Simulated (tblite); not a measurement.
Species: C3H11ClO2Si2.
SMILES with atom numbers: `[CH3:1][CH2:2][O:3][Si@H:4]([CH2:5][Cl:6])[O:7][SiH3:8]` (hydrogens: H9, H10, H11 on C1; H12, H13 on C2; H14 on Si4; H15, H16 on C5; H17, H18, H19 on Si8)

Computed with GFN2-xTB (tblite), gas phase: L-BFGS steps from a force-field or distance-geometry start until the largest atomic force falls under 0.01 eV/Å.

Step 106: E = -770.8713 eV
```
atom  x, y, z in Å  |  force x, y, z in eV/Å
C1      3.0102   -0.0655   -0.5754   -0.004   0.022  -0.001
C2      1.7167   -0.5196    0.0862    0.008  -0.001   0.007
O3      0.6066   -0.0430   -0.6390   -0.009  -0.031   0.022
Si4    -0.7139    0.8078   -0.3083   -0.028  -0.004  -0.031
C5     -0.8213    1.4176    1.5016    0.021  -0.005  -0.076
Cl6     0.6457    2.3292    1.9327    0.049   0.050   0.053
O7     -2.0448   -0.0920   -0.4863    0.019   0.058  -0.032
Si8    -2.9161   -1.4342   -0.7331   -0.052  -0.057  -0.056
H9      3.8661   -0.5089   -0.0727   -0.041   0.000   0.021
H10     3.0207   -0.3636   -1.6211   -0.028  -0.012   0.026
H11     3.0921    1.0163   -0.5243   -0.010   0.033   0.002
H12     1.6635   -1.6135    0.1029   -0.023  -0.044  -0.063
H13     1.6660   -0.1634    1.1180    0.076   0.050   0.021
H14    -0.7752    1.8817   -1.2881    0.023  -0.054   0.059
H15    -1.6585    2.0915    1.6569   -0.028   0.042   0.010
H16    -0.9099    0.6048    2.2204    0.032  -0.026   0.010
H17    -3.3343   -1.9041    0.5860   -0.019  -0.011   0.046
H18    -4.0381   -1.0008   -1.5606    0.001   0.010   0.003
H19    -2.0855   -2.4314   -1.4032    0.014  -0.019  -0.021
```

Step 107: E = -770.8726 eV
```
atom  x, y, z in Å  |  force x, y, z in eV/Å
C1      3.0015   -0.0640   -0.5784   -0.008   0.032   0.009
C2      1.7134   -0.5266    0.0886    0.011   0.000   0.007
O3      0.5956   -0.0634   -0.6336   -0.033  -0.024   0.034
Si4    -0.7141    0.8077   -0.3073   -0.010  -0.021  -0.028
C5     -0.8210    1.4194    1.5021    0.013   0.008  -0.043
Cl6     0.6557    2.3174    1.9365    0.016   0.030   0.049
O7     -2.0546   -0.0764   -0.4913   -0.008  -0.001  -0.045
Si8    -2.9094   -1.4331   -0.7349    0.001  -0.006  -0.032
H9      3.8617   -0.4986   -0.0753   -0.038   0.001   0.021
H10     3.0126   -0.3668   -1.6224   -0.030  -0.013   0.016
H11     3.0754    1.0190   -0.5321   -0.015   0.015   0.003
H12     1.6696   -1.6214    0.1092   -0.022  -0.023  -0.063
H13     1.6637   -0.1666    1.1193    0.075   0.044   0.016
H14    -0.7652    1.8850   -1.2839    0.026  -0.051   0.055
H15    -1.6521    2.1039    1.6530    0.007   0.015   0.007
H16    -0.9219    0.6081    2.2230    0.042   0.009  -0.018
H17    -3.3210   -1.9055    0.5860   -0.015  -0.010   0.032
H18    -4.0343   -1.0090   -1.5614   -0.013   0.009  -0.007
H19    -2.0655   -2.4200   -1.4045    0.002  -0.013  -0.014
```

**Question.** Estimate the geometry and energy of step 108. (The exact step hangs on the optimiser's Hessian estimate; all steps are aligned on step 107, rigid shifts and turns removed.)

**Answer.** E = -770.8636 eV, largest force 0.430 eV/Å
```
atom  x, y, z in Å  |  force x, y, z in eV/Å
C1      2.9419   -0.0528   -0.6003   -0.078   0.006   0.087
C2      1.6992   -0.5835    0.1115   -0.055  -0.002  -0.087
O3      0.5153   -0.2300   -0.5846   -0.219   0.221   0.283
Si4    -0.7078    0.8026   -0.2996    0.044  -0.396  -0.162
C5     -0.8241    1.4291    1.5045    0.012   0.024   0.049
Cl6     0.6890    2.2683    1.9507   -0.060  -0.017   0.052
O7     -2.1200    0.0328   -0.5382    0.149  -0.239  -0.078
Si8    -2.8647   -1.4130   -0.7483    0.171   0.303  -0.017
H9      3.8374   -0.4420   -0.1190   -0.076   0.031   0.015
H10     2.9428   -0.3649   -1.6401   -0.049  -0.024  -0.033
H11     2.9662    1.0349   -0.5650   -0.049  -0.054   0.018
H12     1.7338   -1.6849    0.1623   -0.056   0.223  -0.093
H13     1.6549   -0.1951    1.1332    0.061   0.001  -0.030
H14    -0.6799    1.9095   -1.2527    0.062  -0.137   0.094
H15    -1.6250    2.1589    1.6270    0.084  -0.050  -0.012
H16    -0.9829    0.6372    2.2425    0.097   0.090  -0.125
H17    -3.2269   -1.8974    0.5874   -0.003   0.005  -0.047
H18    -4.0262   -1.0679   -1.5697    0.077  -0.032   0.051
H19    -1.9329   -2.3329   -1.4090   -0.113   0.048   0.035
```

The energy changes by +0.0090 eV. The first-order estimate −F·Δx gives -0.0080 eV and the mean of the old and new forces, exact on a quadratic surface, +0.0179 eV. The step makes an angle of 84° with the force vector and moves no atom by more than 0.191 Å. The energy falls at the start of this step and ends higher, so the step passed the lowest point of its straight line.

What follows is the cost of the whole relaxation. On one thread of an Arm Neoverse V2 (shared host), this took 1.4 s of wall time.
